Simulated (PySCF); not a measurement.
## PbH and its ions

UHF-CCSD(T); H aug-cc-pVDZ, Pb aug-cc-pVDZ-PP with ECP60; scalar-relativistic core potentials (PySCF 2.14). Neutral (UHF): doublet (π ↑), Re = 1.858 Å, ωe = 1550 cm⁻¹, De = 2.36 eV.

PbH⁺ (RHF): singlet (closed shell), Re = 1.833 Å, ωe = 1684 cm⁻¹. The energies at the minima are -192.49281 hartree for PbH and -192.24581 for PbH⁺.

Task: Work out the adiabatic ionisation energy, without and with harmonic zero-point energies (1 hartree = 27.2114 eV, 1 eV = 8065.5 cm⁻¹), and the change of the bond length.

Result: At CCSD(T): 0.24700 hartree = 6.721 eV between the minima; the zero-point term (1684.0 − 1550.0)/2 cm⁻¹ = +0.008 eV makes it 6.730 eV. Re changes by -2.5 pm against the neutral. The electron leaves a π orbital, which is non-bonding in a hydride.

PbH⁻ (UHF): triplet (π ↑↑), Re = 1.904 Å, ωe = 1352 cm⁻¹, De = 2.80 eV to H⁻ + Pb. The energies at the minima are -192.49281 hartree for PbH and -192.53376 for PbH⁻.

Task: Work out the adiabatic electron affinity, without and with harmonic zero-point energies (1 hartree = 27.2114 eV, 1 eV = 8065.5 cm⁻¹), and the change of the bond length.

Result: At UHF-CCSD(T): 0.04095 hartree = 1.114 eV between the minima; the zero-point term (1550.0 − 1352.0)/2 cm⁻¹ = +0.012 eV makes it 1.127 eV. Re changes by +4.6 pm against the neutral. The electron enters a π orbital, which is non-bonding in a hydride.

Correlated steps freeze 4 core orbitals. Correlated levels converge slowly with the basis: in double zeta they bind strong bonds too weakly, by up to about 1 eV, and carry superposition errors of some tenths. These are scalar-relativistic numbers at best; spin–orbit coupling would shift them, the dissociation energy most. For an ion De counts to the pair picked by the measured ionisation energies or electron affinities, which need not be the lowest pair at this level. States were picked by a PBE0 search and need not be the measured ground states.

Neutral and ion stand on different kinds of reference determinant, which adds to the error of the difference.
